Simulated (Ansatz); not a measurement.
`C[SiH2][CH2][GaH][SiH3]` + H₂ → SiH₄ + `C[SiH2][CH2][GaH2]` at 298.15 K and 1 bar (hydrogenolysis of the Si–Ga bond).

Gas-phase electronic energies from Ansatz, PBE0-D4/def2-TZVP geometries. CBS: MP2 limit from def2 TZ/QZ plus the TZ coupled-cluster correction, frozen cores. This one scheme is used for every species. For Ga outer-core shells are correlated without core-valence functions, which leaves a few kJ/mol of doubt a bond. Scalar relativity is left out up to krypton. One conformer a species, not always the lowest.

```
                  species  CCSD(T)/CBS energy (Eh)  H − E (kJ/mol)  S (J/(mol·K))
`C[SiH2][CH2][GaH][SiH3]`              -2584.83070           323.0          441.5
                       H₂                 -1.17544            35.1          130.4
                     SiH₄               -291.46306            92.1          204.8
     `C[SiH2][CH2][GaH2]`              -2294.54249           269.0          376.0
```

H − E and S are ideal-gas, rigid-rotor, harmonic terms from PBE0-D4/def2-TZVP, for one conformer and one mirror image of each species. For small species the MP2-based limit differs from directly extrapolated CCSD(T) by up to some mEh (0.8 for H₂); such offsets cancel only in part. 1 Eh = 2625.50 kJ/mol, R = 8.31446 J/(mol·K).

By hand: ΔE, ΔH, ΔS and ΔG.

ΔE = (-291.46306) + (-2294.54249) − (-2584.83070) − (-1.17544) = 0.00059 Eh = 1.5 kJ/mol. Δ(H − E) = 92.1 + 269.0 − 323.0 − 35.1 = 3.0, so ΔH = 4.5 kJ/mol. ΔS = 204.8 + 376.0 − 441.5 − 130.4 = 8.9 J/(mol·K). ΔG = 4.5 − 298.15 × (8.9)/1000 = 1.8 kJ/mol.

By hand: the equilibrium constant, and the temperature at which ΔG would vanish if ΔH and ΔS stayed fixed.

log₁₀ K = −ΔG/(RT ln 10) = -0.3. ΔG = 0 at ΔH/ΔS = 506 K, though so small a ΔH makes that figure unsure.

TΔS isn't small against ΔH here. The sign of ΔG lies within the doubt. A doubt of 5 kJ/mol in ΔE shifts log₁₀ K by 0.9 here. Other conformers and mirror images would add mixing entropy, several J/(mol·K) or more a flexible species. Modes under 60 cm⁻¹, often nearly free rotors, make the harmonic entropy too high. These are equilibria of isolated gas molecules and say nothing of rates. Largest T1 diagnostic: 0.012 (customary marks: 0.02 for closed shells, 0.045 for open ones).
